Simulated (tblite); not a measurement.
What does the GFN2-xTB structure of `C=C=CC(Cl)(Cl)C[O]` [radical] look like in three dimensions? (Doublet state.)

```
atom  x, y, z in Å
C1     2.553   -0.455   -0.901
C2     1.538   -0.157   -0.162
C3     0.515    0.126    0.591
C4    -0.850   -0.426    0.395
Cl5   -0.929   -1.545   -0.969
Cl6   -1.413   -1.243    1.864
C7    -1.832    0.818    0.089
O8    -1.843    1.675    1.059
H9     3.185   -1.302   -0.685
H10    2.820    0.136   -1.762
H11    0.578    0.834    1.408
H12   -2.816    0.319   -0.047
H13   -1.510    1.221   -0.897
```

Any rigid rotation of these coordinates is as good. Atoms count from 1 in this order. C1 (carbon bonded to C and 2 H) is planar (angles 121.8°, 121.7° and 116.5°, sum 360.0°, 0.00 Å off the plane of its three neighbours). The 4 C–C bonds span 1.290 Å (C1=C2, drawn double) to 1.614 Å (C4–C7, drawn single), a spread of 0.324 Å. Of the pairs four or more bonds apart, O8···H11 is among the closest relative to their van der Waals radii: 2.59 Å, 95 % of the sum of Bondi's values. C3 (carbon bonded to 2 C and H) is planar (angles 124.4°, 122.2° and 113.3°, sum 360.0°, 0.02 Å off the plane of its three neighbours).

Bonds between heavy atoms (Å): C1=C2 1.290, C2=C3 1.302, C3–C4 1.485, C4–Cl5 1.767, C4–Cl6 1.773, C4–C7 1.614, C7–O8 1.294.

The geometry is computed with GFN2-xTB (gas phase). This method treats the open shell by occupation alone, without spin polarisation.

Point group: C1 (no symmetry element, even within 0.4 Å). Its GFN2-xTB frequencies are all real (lowest 34 cm⁻¹). Torsions: C2–C3–C4–Cl5 1°, C3–C4–C7–O8 -60°.

One conformer stands for the species.
